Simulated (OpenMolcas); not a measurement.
## Ba+: effect of the basis set

```json
{"Program": "OpenMolcas 26.06", "Method": "XMS-CASPT2, IPEA 0.25 Eh, imaginary shift 0.1 Eh (closed shells correlated: 5s 5p)", "Active space": "1 electron in 9 orbitals (5d 6s 6p)", "State averaging": "2S+1 = 2 even, 6 roots; 2S+1 = 2 odd, 3 roots", "Spin-orbit coupling": "state interaction with AMFI integrals over the reference wave functions, term energies averaged over their components"}
```

A. ANO-R2 [8s6p4d2f1g], X2C, finite nucleus; CASPT2 step about 2.9 core-seconds
B. ANO-RCC-VTZP [8s7p4d2f1g], DKH2, point nucleus; CASPT2 step roughly 5 core-seconds
C. ANO-RCC-VQZP [9s8p5d3f2g], DKH2, point nucleus; CASPT2 step about 4 core-seconds

Energies in cm-1 above 6s 2S 1/2, the measured ground level; measured values from NIST Handbook of Basic Atomic Spectroscopic Data.

```csv
Level,A,B,C,Measured
6s 2S 1/2,0.0,0.0,0.0,0.0
5d 2D 3/2,23550,6630,5470,4874
6p 2P* 1/2,23770,20240,20720,20262
6p 2P* 3/2,25200,21270,21870,21952
5d 2D 5/2,25280,7430,6260,5675
```

Deviations, from unrounded energies. A percentage is the sum of absolute deviations over the sum of measured energies, with the sign that they share, or ± where signs differ.

```csv
Against measurement,Levels,A,B,C
mean absolute deviation (cm-1),4,11000,1100,430
other configurations (%),4,+85.4,±8.0,±3.3
```

C lies closest to measurement on these levels and A furthest from it. The largest miss of C in the table is 5d 2D 3/2, by +600 cm-1. The ranking rests on the paired levels alone, and a cruder setting can come out closer through cancelling errors.

Among A to C the level of the table that moves most is 5d 2D 5/2, by 19000 cm-1 (lowest in C, highest in A). Moves below CASPT2's spread within the term are not significant.

CASPT2 breaks the degeneracy within a term, and the mean is taken; among the terms shown or strongly mixed into the levels shown the widest spread is 60 cm-1 (5d 2D, A). ANO sets are built for ground and valence states and can reach diffuse excited orbitals poorly. With one active electron, CASPT2 adds the correlation within the correlated inactive shells and between them and that electron, and leaves the splitting within a term as the reference gives it. The ANO-R sets hold no well-fitted valence p shell for this element, so s → p excitations can come out far too high (holds for A). Computed and measured levels are paired by configuration, term and J; levels that our copy of the source lacks, or whose pairing is in doubt (as where it misses far off the trend of its configuration), stay unpaired and out of the deviations. Only configurations of the active space appear.

* marks odd parity.
